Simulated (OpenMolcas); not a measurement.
**Rh: effect of the basis set**

```yaml
Program: OpenMolcas 26.06
Method: "MS-CASPT2, IPEA 0.25 Eh, imaginary shift 0.1 Eh (closed shells correlated: 4s 4p)"
Active_space: 9 electrons in 6 orbitals (4d 5s)
State_averaging: 2S+1 = 4 even, 20 roots; 2S+1 = 2 even, 52 roots kept (CI in the orbitals of an earlier block)
Spin-orbit_coupling: state interaction with AMFI integrals over the reference wave functions, term energies averaged over their components
```

A. ANO-R1 [6s4p3d1f], X2C, finite nucleus; CASPT2 step about 25 core-seconds
B. ANO-R2 [7s5p4d2f1g], X2C, finite nucleus; CASPT2 step of the order of 20 core-seconds
C. ANO-RCC-VTZP [7s6p4d2f1g], DKH2, point nucleus; CASPT2 step about 17 core-seconds
D. ANO-R3 [8s6p5d3f2g1h], X2C, finite nucleus; CASPT2 step about 100 core-seconds
E. ANO-RCC-VQZP [8s7p5d3f2g1h], DKH2, point nucleus; CASPT2 step of the order of 40 core-seconds

Energies in cm⁻¹ above 4d⁸ 5s ⁴F_9/2, the measured ground level; measured values from NIST Handbook of Basic Atomic Spectroscopic Data.

```json
{"Level": "4d⁸ 5s ⁴F_9/2", "A": "0.0", "B": "0.0", "C": "0.0", "D": "0.0", "E": "0.0", "Measured": "0.0"}
{"Level": "4d⁸ 5s ⁴F_7/2", "A": "1566", "B": "1510", "C": "1511", "D": "1510", "E": "1497", "Measured": "1530"}
{"Level": "4d⁸ 5s ⁴F_5/2", "A": "2940", "B": "2910", "C": "2900", "D": "2900", "E": "2910", "Measured": "2598"}
{"Level": "4d⁸ 5s ⁴F_3/2", "A": "3710", "B": "3650", "C": "3640", "D": "3640", "E": "3650", "Measured": "3473"}
{"Level": "4d⁸ 5s ²F_7/2", "A": "6170", "B": "5390", "C": "5450", "D": "5390", "E": "5200", "Measured": "5691"}
{"Level": "4d⁸ 5s ²F_5/2 [60 %]", "A": "7780", "B": "6940", "C": "6990", "D": "6930", "E": "6790", "Measured": "7791"}
{"Level": "4d⁸ 5s ²D_3/2 [60 %]", "A": "10160", "B": "9220", "C": "9230", "D": "9210", "E": "9190", "Measured": ""}
{"Level": "4d⁷ 5s² ⁴F_9/2", "A": "12080", "B": "10680", "C": "10360", "D": "11420", "E": "10970", "Measured": ""}
{"Level": "4d⁸ 5s ⁴P_3/2", "A": "12870", "B": "11310", "C": "11360", "D": "11410", "E": "11410", "Measured": ""}
{"Level": "4d⁸ 5s ⁴P_1/2", "A": "13230", "B": "11570", "C": "11630", "D": "11680", "E": "11680", "Measured": ""}
{"Level": "4d⁷ 5s² ⁴F_7/2", "A": "14040", "B": "12630", "C": "12300", "D": "13370", "E": "12930", "Measured": ""}
{"Level": "4d⁸ 5s ²P_3/2", "A": "15150", "B": "13300", "C": "13380", "D": "13340", "E": "13340", "Measured": ""}
{"Level": "4d⁷ 5s² ⁴F_5/2", "A": "15330", "B": "13920", "C": "13600", "D": "14620", "E": "14200", "Measured": ""}
{"Level": "4d⁸ 5s ²P_1/2", "A": "15840", "B": "13780", "C": "13910", "D": "13830", "E": "13830", "Measured": ""}
{"Level": "4d⁷ 5s² ⁴F_3/2", "A": "16090", "B": "14670", "C": "14350", "D": "15370", "E": "14950", "Measured": ""}
{"Level": "4d⁸ 5s ²G_9/2", "A": "17990", "B": "16210", "C": "16350", "D": "16060", "E": "16100", "Measured": ""}
{"Level": "4d⁸ 5s ²G_7/2", "A": "18090", "B": "16280", "C": "16420", "D": "16110", "E": "16160", "Measured": ""}
{"Level": "4d⁷ 5s² ⁴P_5/2", "A": "24010", "B": "21490", "C": "20940", "D": "22230", "E": "21880", "Measured": ""}
{"Level": "4d⁷ 5s² ⁴P_3/2", "A": "24770", "B": "22070", "C": "21590", "D": "22810", "E": "22490", "Measured": ""}
{"Level": "4d⁷ 5s² ⁴P_1/2", "A": "25780", "B": "23030", "C": "22540", "D": "23810", "E": "23490", "Measured": ""}
{"Level": "4d⁷ 5s² ²D_5/2 [74 %]", "A": "25880", "B": "24660", "C": "23550", "D": "24910", "E": "24420", "Measured": ""}
{"Level": "4d⁷ 5s² ²G_9/2", "A": "26610", "B": "24690", "C": "24230", "D": "25140", "E": "24860", "Measured": ""}
{"Level": "4d⁷ 5s² ²D_3/2", "A": "26770", "B": "25530", "C": "24510", "D": "25800", "E": "25340", "Measured": ""}
{"Level": "4d⁷ 5s² ²G_7/2", "A": "28570", "B": "26760", "C": "26290", "D": "27240", "E": "26960", "Measured": ""}
```

Deviations, from unrounded energies. A percentage is the sum of absolute deviations over the sum of measured energies, with the sign that they share, or ± where signs differ.

```json
{"Against measurement": "mean absolute deviation (cm-1)", "Levels": "5", "A": "220", "B": "330", "C": "310", "D": "330", "E": "400"}
{"Against measurement": "fine structure of the ground term (%)", "Levels": "3", "A": "+8.1", "B": "±6.7", "C": "±6.4", "D": "±6.5", "E": "±6.9"}
{"Against measurement": "other terms of the ground configuration (%)", "Levels": "2", "A": "±3.6", "B": "-8.6", "C": "-7.8", "D": "-8.7", "E": "-11.1"}
```

A lies closest to measurement on these levels and E furthest from it. The largest miss of A in the table is 4d⁸ 5s ²F_7/2, by +480 cm-1. The ranking rests on the paired levels alone, and a cruder setting can come out closer through cancelling errors.

The two smallest mean deviations differ by little beside CASPT2's spread within terms, so their order carries little weight.

Among A to E the level of the table that moves most is 4d⁷ 5s² ⁴P_1/2, by 3200 cm-1 (lowest in C, highest in A). Moves below CASPT2's spread within the term are not significant.

Term energies are means over components that CASPT2 splits; among the terms shown or strongly mixed into the levels shown the widest spread is 1600 cm-1 (4d⁸ 5s ²G, C). Terms from blocks run as CI alone lack orbitals of their own. A single d shell beside an s shell can misplace configurations of different d count against each other. No level of 4d⁹ was computed, though it lies in the active space. The CASPT2 spread within a term exceeds the gap to the next term for 4d⁷ 5s² ⁴F and 4d⁸ 5s ²P, so the order of their levels is uncertain, and so are names and mixing where such terms share a J (figures for A; the like holds for B, C, D, E). Configurations are named by rounded mean occupations; where the s occupation lies near a half they are strongly mixed, a name can repeat and a true partner stay unpaired (holds for A; C). Computed and measured levels are paired by configuration, term and J; levels that our copy of the source lacks, or whose pairing is in doubt (as where it misses far off the trend of its configuration), stay unpaired and out of the deviations. Levels of configurations outside the active space are missing. Levels that lie high or do not pair safely by name in every column are left out.

A share in square brackets marks a mixed level and gives the weight of the term that names it, the lowest over the columns.
